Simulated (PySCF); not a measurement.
B(F)2(SMe) (CH₃BF₂S), SMILES CSB(F)F. Geometry: B3LYP-D3(BJ)/def2-SVP. One conformer was computed; it need not be the lowest.

The numbers are results of B3LYP-D3(BJ)/def2-SVP (PySCF 2.14.0), not measurements.

Harmonic wavenumbers (cm⁻¹): 84, 117, 181, 359, 423, 579, 673, 715, 965, 986, 1246, 1343, 1422, 1452, 1456, 3061, 3171, 3171. Rotational constants (GHz): 6.842, 2.906, 2.067; symmetry number 1.

Q: Work out the zero-point energy and the ideal-gas rigid-rotor harmonic-oscillator thermochemistry at 298.15 K and 1 atm.

A: ZPE = ½ Σ hcν = ½ × 21401 cm⁻¹ = 128.01 kJ/mol. H − E(el) = 146.39 kJ/mol. Entropy in J/(mol K): translation 165.66, rotation 110.71, vibration 53.15, total 329.52. G − E(el) = 48.14 kJ/mol. Cp = 87.18 J/(mol K). Modes under 150 cm⁻¹ make the vibrational entropy uncertain.
